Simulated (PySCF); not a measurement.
Si(F)(I)(OH)2, SMILES O[Si](O)(F)I (B3LYP/def2-SVP optimised geometry):

```
7

O     -1.330     0.878     0.000
Si    -0.775    -0.660     0.000
O      0.866    -0.660     0.000
F     -1.365    -1.341    -1.334
I     -1.617    -1.989     1.891
H     -1.001     1.486     0.672
H      1.330    -1.486     0.182
```

Level of theory: B3LYP/def2-TZVP, def2 effective core potentials past Kr (PySCF 2.14.0).

What are the frontier orbital energies and the dipole moment?

HOMO-2 -9.25 eV, HOMO-1 -7.77 eV, HOMO -7.74 eV, LUMO -0.78 eV, LUMO+1 0.32 eV; dipole moment 2.36 D.

On the same geometry PySCF with PBE/def2-TZVP, def2 effective core potentials past Kr gives HOMO-2 -8.12 eV, HOMO-1 -6.83 eV, HOMO -6.79 eV, LUMO -1.39 eV, LUMO+1 -0.21 eV; dipole moment 2.27 D.
